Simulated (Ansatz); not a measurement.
Consider the ligand exchange at the Hf–Se bond: `[OH][Hf]([OH])([F])[SeH]` + NH₃ → `[NH2][Hf]([OH])([OH])[F]` + H₂Se.

Computed with Ansatz on PBE0-D4/def2-TZVP structures; ΔE is electronic, products minus reactants. CCSD(T)/CBS adds triple-zeta CCSD(T) − MP2 to the extrapolated MP2 energy (def2 sets, frozen cores). This one scheme is used for every species. DFT in def2-TZVPP. Elements past krypton have def2 core potentials. For Hf, Se outer-core shells are correlated without core-valence functions, which leaves a few kJ/mol of doubt a bond. Scalar relativity is left out up to krypton. Each species was taken in one conformer, which may not be the lowest.

`[OH][Hf]([OH])([F])[SeH]`:

Z-matrix (Å, degrees):
```
Hf
O 1 1.903
F 1 1.911 2 110.0
O 1 1.906 2 114.3 3 121.1
Se 1 2.603 2 105.2 3 -118.9
H 2 0.952 1 168.5 3 -94.3
H 4 0.951 1 169.0 2 11.8
H 5 1.472 1 89.7 2 -170.1
```

NH₃:

```xyz
4

N    -0.245   -0.009   -0.140
H    -0.379    0.215    0.839
H     0.243   -0.896   -0.177
H     0.381    0.690   -0.521
```

`[NH2][Hf]([OH])([OH])[F]`:

Cartesian coordinates in Å:
```
N 0.098 1.619 0.436
Hf 0.305 -0.328 -0.123
O -0.626 -0.544 -1.790
O -0.302 -1.412 1.343
F 2.168 -0.722 -0.423
H -0.050 2.397 -0.191
H 0.124 1.965 1.384
H -1.089 -0.877 -2.551
H -0.627 -2.098 1.915
```

H₂Se:

Cartesian coordinates in Å:
```
Se 0.558 0.044 -0.394
H -0.880 -0.067 -0.660
H 0.322 0.024 1.054
```

```tsv
level	ΔE (kJ/mol)
revPBE-D4	44.9
r2SCAN0-D4	49.6
r2SCAN	47.4
r2SCANh	48.1
BHLYP	42.5
CAM-B3LYP	36.5
CCSD/def2-SVP	32.8
MP2/def2-TZVPP	50.6
```

Question: What does CCSD(T)/CBS give? (An estimate is asked.)

Answer: The calculation gave: +46.9 kJ/mol. The listed levels differ from it by -2.0, 2.7, 0.5, 1.2, -4.4, -10.4, -14.1, 3.7 kJ/mol.

Question: What do rigid-rotor, harmonic-oscillator terms from PBE0-D4/def2-TZVP frequencies (298.15 K, 1 bar) make of the CCSD(T)/CBS value? (An estimate is asked.)

Answer: Computed: ΔZPE = -11.4 kJ/mol, ΔH = +34.9 kJ/mol, ΔS = 7 J/(mol·K), ΔG = +32.7 kJ/mol.

Largest T1 diagnostic among the species: 0.015.

Leaving LDA and LC-ωPBE aside and taking each functional with its dispersion term where it has one, the values, not all of them listed here, spread over 13.4 kJ/mol, from CAM-B3LYP-D4 to PBE-QIDH. From BLYP to BHLYP (50 % exact exchange), in def2-TZVPP and without D4, ΔE moves by +4.6 kJ/mol. At CCSD(T), def2-SVP lies −12.2 kJ/mol from the extrapolated value and def2-TZVPP −0.6 kJ/mol.

CCSD(T)/CBS has its own doubt, a few kJ/mol and more with outer-core shells, so smaller differences from it don't rank the levels.
